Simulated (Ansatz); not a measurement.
A run on `C[Se][Si](F)(F)F` with other settings.

```yaml
crystal:
  periodic: [false, false, false]
  atoms:
    - {symbol: C, position_ang: [-0.160042, -1.247482, 0.982487]}
    - {symbol: Se, position_ang: [1.402002, -0.434566, 0.112005]}
    - {symbol: Si, position_ang: [0.250514, 1.152784, -0.932244]}
    - {symbol: F, position_ang: [-0.842206, 0.572094, -1.911845]}
    - {symbol: F, position_ang: [1.238905, 2.045374, -1.771342]}
    - {symbol: F, position_ang: [-0.538496, 2.091037, 0.061814]}
    - {symbol: H, position_ang: [0.232097, -2.079007, 1.564246]}
    - {symbol: H, position_ang: [-0.856380, -1.617733, 0.234292]}
    - {symbol: H, position_ang: [-0.637894, -0.528801, 1.643486]}
basis:
  gaussian: {orbitals: def2-TZVPP, nuclear_model: gaussian}
hamiltonian: {xc: {name: PBEsol}, dispersion: d4}
```

```sh
$ ansatz run in.yaml --threads 4 --pin off --events-out ev --progress --plain --max-ram 11315MiB
```

Output, abridged:

```
Functional definition: PBEsol
1500 factors; their error is unknown
mean field evaluation 1: about -82354.0561 eV, gradient 7.7e1 eV
mean field evaluation 2: about -82329.5247 eV, gradient 1.3e2 eV
mean field evaluation 4: about -82364.5397 eV, gradient 8.2e0 eV
mean field evaluation 8: about -82364.6182 eV, gradient 3.4e-1 eV
mean field evaluation 16: about -82364.6183 eV, gradient 4.7e-5 eV
mean field -82364.61829577 eV, -3026.8438936260 hartree, gradient 4.7e-5 eV, S^2 0.000000; 0 other end points of the search recorded, 0 dependent functions left out
reference -82364.61833287 eV, -3026.8438949896 hartree; 42, 42 occupied and 214, 214 virtual orbitals, 1500 factors
Total energy: -82364.69796723 eV, -3026.8468214984 hartree
```

Hardware: 4 threads of an Arm Neoverse V2 on a shared host. Wall time 2.1 s, peak host memory 0.37 GiB.
